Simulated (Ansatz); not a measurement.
Molecule: sum formula SiHS$_{2}$Cl$_{2}$, charge 0, multiplicity 2. It need not be the lowest isomer of its formula. 
Coordinates optimised at B3LYP-D3(BJ)/def2-TZVP (Ansatz, a quantum-chemistry and plane-wave program):
SMILES: [S][Si](S)(Cl)Cl
```xyz
6

S     -0.1389     0.4533     2.0498
Si    -0.0741     0.0533     0.0137
S      1.6688    -1.1897    -0.0781
Cl     0.0886     1.7309    -1.1506
Cl    -1.6151    -1.0719    -0.7259
H      2.5097    -0.1666     0.1602
```
Charge 0, spin multiplicity 2.

Basis-set convergence of Hartree-Fock and MP2 correlation energies (hartree) with Ansatz. Cores are frozen in the correlated levels unless marked. UHF or UKS for open shells. Spin-orbit coupling is left out. No relativistic terms.

| basis | functions | E(HF) | E(corr, MP2) |
|---|---|---|---|
| cc-pV(D+d)Z | 120 | -2003.74570 | -0.60314 |
| cc-pV(T+d)Z | 209 | -2003.82318 | -0.80677 |
| cc-pV(Q+d)Z | 350 | -2003.84032 | -0.88574 |

Extrapolating the two largest sets (X = 3 and 4) as X^-3: E(corr) = (64·(-0.88574) - 27·(-0.80677))/37 = -0.9434 Eh, an estimate of the basis-set limit. The largest set recovers 93.9 % of it, the smallest 63.9 %.
